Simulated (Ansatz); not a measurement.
The same path of GaH₅O₂ (8 atoms, charge 0, multiplicity 1) was run 3 times with different band settings. Lost on the way: Ga1–H2, O6–H8. Made: H2–H8.

Theory: Ansatz, RHF/def2-SVP.

Relaxed end points:

```xyz
8
Properties=species:S:1:pos:R:3
Ga 0.129 -0.135 0.128
H 0.095 -0.943 1.488
H 1.417 0.094 -0.738
O -1.456 0.023 -0.746
H -2.141 -0.609 -0.598
O -0.305 1.886 0.824
H -1.139 1.992 0.373
H -0.443 2.075 1.742
```

```xyz
8
Properties=species:S:1:pos:R:3
Ga -0.358 0.185 -0.789
H 0.667 1.243 3.809
H 0.985 -0.435 -1.261
O -1.944 -0.163 -1.500
H -2.037 -0.766 -2.219
O -0.413 1.336 0.552
H -1.248 1.702 0.802
H 0.505 1.280 3.079
```

Common settings: spring 5.0 eV/Å²; optimiser quadratic models (default); force threshold 0.05 eV/Å; iteration limit 60; end points relaxed.

| run | movable images | climbing image | start path |
| --- | --- | --- | --- |
| 1 | 9 | yes | through a guess of the saddle point |
| 2 | 9 | yes | straight line |
| 3 | 6 | no | through a guess of the saddle point |

**Question.** What does each run give, and how far can it be trusted?

**Answer.** Run 1: converged after 16 iterations, highest image 1.734 eV above the first end. Neighbouring images differ by up to 1.4 eV, so the band resolves the path poorly. A vibrational analysis at the climbing image gives one clearly imaginary mode, 1793i cm⁻¹: a first-order saddle point.
Run 2: converged after 20 iterations, highest image 1.734 eV above the first end. Neighbouring images differ by up to 1.4 eV, so the band resolves the path poorly. Another band between the same ends (9 images) ends at a top of the same energy, where a vibrational analysis finds 1 clearly imaginary mode.
Run 3: converged after 43 iterations, highest image 1.077 eV above the first end. No image climbed, so the highest image needn't sit at the top of the path. A band with more images between the same ends climbed to 1.73 eV, so this one has probably stepped over the top.
The orbitals stay closed-shell, which can raise the energy where a bond breaks towards radicals; this wasn't checked here.
